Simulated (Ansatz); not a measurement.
Calculated with Ansatz (gas phase, PBE0-D4/def2-TZVP geometries, no zero-point term in ΔE). CCSD(T)/CBS is the MP2 limit (def2-TZVPP, def2-QZVPP) plus CCSD(T) − MP2 in def2-TZVPP, frozen cores. Functionals use def2-TZVPP. HSE06 is defined as in plane-wave codes. For Zn outer-core shells are correlated without core-valence functions, which leaves a few kJ/mol of doubt a bond. Scalar relativity is left out up to krypton. Each species was taken in one conformer, which may not be the lowest.

`C[CH](C)[Zn][NH2]` + `C=C1N[SiH2]1` → `C=C1[SiH2]N1C` + `C[CH2][Zn][NH2]`  (substitution at a C–C bond)

| level | ΔE (kcal/mol) |
| --- | --- |
| B97M-V | 1.5 |
| HSE06-D4 | 0.9 |
| CAM-B3LYP-D4 | 0.3 |
| BLYP | 0.2 |
| PBE0 | 0.9 |
| MP2/def2-TZVPP | 1.5 |
| SCS-MP2/def2-TZVPP | 1.2 |
| HF/CBS(def2) | -0.5 |

Q: What does CCSD(T)/CBS give? (Best estimate.)

A: The calculation gave: +1.9 kcal/mol. The listed levels differ from it by -0.4, -1.0, -1.6, -1.7, -1.0, -0.4, -0.7, -2.4 kcal/mol.

Largest T1 diagnostic among the species: 0.014.

Leaving LDA and LC-ωPBE aside and taking each functional with its dispersion term where it has one, the values, not all of them listed here, spread over 1.4 kcal/mol, from BHLYP-D4 to ωB97M-V. At CCSD(T), def2-SVP lies −0.8 kcal/mol from the extrapolated value and def2-TZVPP −0.1 kcal/mol. In def2-TZVPP, CCSD(T) changes the Hartree–Fock value by +2.2 kcal/mol (the triples alone add +0.2 kcal/mol) and MP2 by +2.0 kcal/mol.

CCSD(T)/CBS has its own doubt, a few kJ/mol and more with outer-core shells, so smaller differences from it don't rank the levels.
